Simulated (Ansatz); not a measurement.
Relaxation of BH3OTe (6 atoms, charge 0, multiplicity 1), to a largest force component of 0.015 eV/Å in at most 40 steps.

Computed with Ansatz, RKS BLYP/def2-SVP.

```xyz
6
Properties=species:S:1:pos:R:3:forces:R:3
B -0.742 0.417 -0.663 -0.23 -0.22 0.20
Te -0.683 -0.961 0.882 -0.40 -0.19 0.06
O 1.266 -0.798 1.320 0.34 -0.83 1.29
H -1.759 0.613 -1.196 -1.05 0.12 -0.47
H 0.221 0.984 -1.003 0.98 0.45 -0.21
H 1.696 -0.254 0.660 0.35 0.66 -0.87
```

Where does it end, and by what steps?

The run converged. After 23 steps the energy has fallen by 0.139 eV; H6 moved furthest, 0.64 Å.

```json
{"step": "0", "energy less start (eV)": "0.0000", "largest force component (eV/Å)": "1.294", "accepted": "yes"}
{"step": "1", "energy less start (eV)": "-0.0879", "largest force component (eV/Å)": "0.450", "accepted": "yes"}
{"step": "2", "energy less start (eV)": "-0.1181", "largest force component (eV/Å)": "0.093", "accepted": "yes"}
{"step": "3", "energy less start (eV)": "-0.1193", "largest force component (eV/Å)": "0.028", "accepted": "yes"}
{"step": "4", "energy less start (eV)": "-0.1196", "largest force component (eV/Å)": "0.026", "accepted": "yes"}
{"step": "5", "energy less start (eV)": "-0.1182", "largest force component (eV/Å)": "0.087", "accepted": "no"}
{"step": "6", "energy less start (eV)": "-0.1200", "largest force component (eV/Å)": "0.020", "accepted": "yes"}
{"step": "7", "energy less start (eV)": "-0.1155", "largest force component (eV/Å)": "0.652", "accepted": "no"}
{"step": "8", "energy less start (eV)": "-0.1213", "largest force component (eV/Å)": "0.052", "accepted": "yes"}
{"step": "9", "energy less start (eV)": "-0.1221", "largest force component (eV/Å)": "0.247", "accepted": "yes"}
{"step": "10", "energy less start (eV)": "-0.1251", "largest force component (eV/Å)": "0.123", "accepted": "yes"}
{"step": "11", "energy less start (eV)": "-0.1313", "largest force component (eV/Å)": "0.084", "accepted": "yes"}
{"step": "12", "energy less start (eV)": "-0.1318", "largest force component (eV/Å)": "0.058", "accepted": "yes"}
{"step": "13", "energy less start (eV)": "-0.0362", "largest force component (eV/Å)": "2.046", "accepted": "no"}
{"step": "14", "energy less start (eV)": "-0.1261", "largest force component (eV/Å)": "0.097", "accepted": "no"}
{"step": "15", "energy less start (eV)": "-0.1341", "largest force component (eV/Å)": "0.046", "accepted": "yes"}
{"step": "16", "energy less start (eV)": "-0.1320", "largest force component (eV/Å)": "0.528", "accepted": "no"}
{"step": "17", "energy less start (eV)": "-0.1354", "largest force component (eV/Å)": "0.116", "accepted": "yes"}
{"step": "18", "energy less start (eV)": "-0.1360", "largest force component (eV/Å)": "0.212", "accepted": "yes"}
{"step": "19", "energy less start (eV)": "-0.1359", "largest force component (eV/Å)": "0.154", "accepted": "no"}
{"step": "20", "energy less start (eV)": "-0.1367", "largest force component (eV/Å)": "0.129", "accepted": "yes"}
{"step": "21", "energy less start (eV)": "-0.1384", "largest force component (eV/Å)": "0.083", "accepted": "yes"}
{"step": "22", "energy less start (eV)": "-0.1387", "largest force component (eV/Å)": "0.053", "accepted": "yes"}
{"step": "23", "energy less start (eV)": "-0.1389", "largest force component (eV/Å)": "0.013", "accepted": "yes"}
```

```xyz
6
Properties=species:S:1:pos:R:3
B -0.823 0.508 -0.727
Te -0.583 -0.942 0.795
O 1.311 -0.490 1.454
H -1.892 0.504 -1.296
H 0.075 1.269 -0.993
H 1.913 -0.850 0.768
```

Time of the run: 44 s on 1 thread of Arm Neoverse V2, on a shared host, peak memory 0.13 GiB.
